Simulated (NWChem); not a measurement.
Species: CH3FOSe; SMILES F[Se]OC

```xyz
7

Se     0.4209    -0.5289     0.0222
F     -1.2553    -1.1837     0.0289
O      0.1315     1.1194    -0.6268
C     -0.4093     2.0801     0.2914
H      0.1735     2.1268     1.2363
H     -0.3595     3.0594    -0.2253
H     -1.4684     1.8469     0.5289
```
Atoms are numbered in this order, from 1.

Level: PBE-D3(BJ)/def2-SVP (NWChem), optimised geometry, unscaled harmonic frequencies. This build's default masses of Se (78.918 u) and Br (79.917 u) are each other's, which moves their modes by up to 0.6 %.

Task: List the harmonic frequencies with IR intensities, and the thermochemistry.

Result: 
| frequency (cm⁻¹) | IR intensity (km/mol) |
|---|---|
| 111 | 1.7 |
| 117 | 3.7 |
| 265 | 9.8 |
| 323 | 1.5 |
| 604 | 70.2 |
| 625 | 23.7 |
| 1002 | 88.5 |
| 1117 | 1.6 |
| 1134 | 3.5 |
| 1386 | 5.5 |
| 1398 | 10.6 |
| 1423 | 9.2 |
| 2950 | 42.5 |
| 3045 | 18.7 |
| 3071 | 8.6 |

```json
{
 "zero_point_energy": "26.5 kcal/mol",
 "thermal correction to the enthalpy at 298.15 K (with zero-point energy)": "30.6 kcal/mol",
 "heat capacity Cv": "16.4 cal/(mol K)",
 "entropy at 298.15 K and 1 atm (symmetry number 1)": "76.6 cal/(mol K)",
 "dipole_moment": "2.10 D"
}
```

Rigid rotor and harmonic oscillator.
